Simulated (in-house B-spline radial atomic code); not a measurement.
Orbital energies and mean radii along the 30-electron series, configuration [Ar] 3d10 4s2. The effective charge is n√(-2ε), a non-relativistic measure. Computed with a B-spline radial code for spherical atoms: non-relativistic Hartree-Fock, average of the configuration, point nuclei.

This level leaves out relativity, spin-orbit splitting included, which matters for heavy ions.

```tsv
ion	Z	energy of 3p (Eh)	mean radius of 3p (bohr)	energy of 2s (Eh)	mean radius of 2s (bohr)	energy of 3s (Eh)	mean radius of 3s (bohr)	effective charge of 3p
La27+	57	-72.655	0.2835	-248.44	0.11383	-77.998	0.29319	36.163
Ce28+	58	-76.797	0.27719	-259.56	0.11173	-82.276	0.28696	37.18
Pr29+	59	-81.051	0.27116	-270.93	0.10971	-86.666	0.28099	38.196
Nd30+	60	?	?	?	?	?	?	?
Pm31+	61	?	?	?	?	?	?	?
Sm32+	62	-94.483	0.25455	-306.55	0.10405	-100.51	0.26447	41.239
Eu33+	63	-99.183	0.24946	-318.93	0.10229	-105.34	0.25938	42.253
Gd34+	64	-104	0.24457	-331.55	0.10059	-110.29	0.25449	43.266
Tb35+	65	-108.92	0.23986	-344.43	0.098945	-115.35	0.24978	44.278
Dy36+	66	-113.95	0.23534	-357.56	0.097352	-120.52	0.24524	45.29
Ho37+	67	-119.1	0.23098	-370.94	0.095808	-125.8	0.24086	46.301
Er38+	68	?	?	?	?	?	?	?
Tm39+	69	-129.73	0.22273	-398.45	0.092863	-136.7	0.23256	48.323
```

Question: Fill in the row of Nd30+.

Answer: energy of 3p (Eh): -85.417; mean radius of 3p (bohr): 0.26539; energy of 2s (Eh): -282.56; mean radius of 2s (bohr): 0.10776; energy of 3s (Eh): -91.167; mean radius of 3s (bohr): 0.27526; effective charge of 3p: 39.211.

Question: Fill in the row of Pm31+.

Answer: energy of 3p (Eh): -89.894; mean radius of 3p (bohr): 0.25986; energy of 2s (Eh): -294.43; mean radius of 2s (bohr): 0.10587; energy of 3s (Eh): -95.781; mean radius of 3s (bohr): 0.26975; effective charge of 3p: 40.226.

Question: Fill in the row of Er38+.

Answer: energy of 3p (Eh): -124.36; mean radius of 3p (bohr): 0.22678; energy of 2s (Eh): -384.57; mean radius of 2s (bohr): 0.094313; energy of 3s (Eh): -131.2; mean radius of 3s (bohr): 0.23664; effective charge of 3p: 47.312.

Question: How does the screening of 3p change?

Answer: Z less the effective charge goes from 20.84 at Z = 57 to 20.68 at Z = 69.
